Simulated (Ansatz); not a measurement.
Isolated molecules relaxed with PBE0-D4/def2-TZVP in Ansatz; ΔE leaves out vibrations. CCSD(T)/CBS is the MP2 limit (def2-TZVPP, def2-QZVPP) plus CCSD(T) − MP2 in def2-TZVPP, frozen cores. Functionals use def2-TZVPP. One conformer a species, not always the lowest.

Consider the redistribution: `CBCC(O)=S` + `BS[SiH3]` → `CBS[SiH3]` + `BCC(O)=S`.

(1) Is it downhill or uphill in electronic energy at CCSD(T)/CBS, and by how much? (An estimate is asked.)

(2) What do these levels give: ωB97X-V, ωB97M-V, B2PLYP, PBE, PBE0, HF/def2-TZVPP, SCS-MP2/def2-TZVPP, CCSD/def2-TZVPP, HF/def2-QZVPP, SCS-MP2/def2-QZVPP, MP2/CBS(def2), CCSD/CBS(def2)? (An estimate is asked.)

Largest T1 diagnostic among the species: 0.016.

Results:

(1) The calculation gave: Uphill: ΔE = +6.4 kJ/mol.

(2) Ansatz gave: ωB97X-V 6.5, ωB97M-V 6.9, B2PLYP 6.7, PBE 7.4, PBE0 6.8, HF/def2-TZVPP 5.2, SCS-MP2/def2-TZVPP 5.6, CCSD/def2-TZVPP 6.7, HF/def2-QZVPP 5.3, SCS-MP2/def2-QZVPP 5.4, MP2/CBS(def2) 5.2, CCSD/CBS(def2) 6.2 kJ/mol.
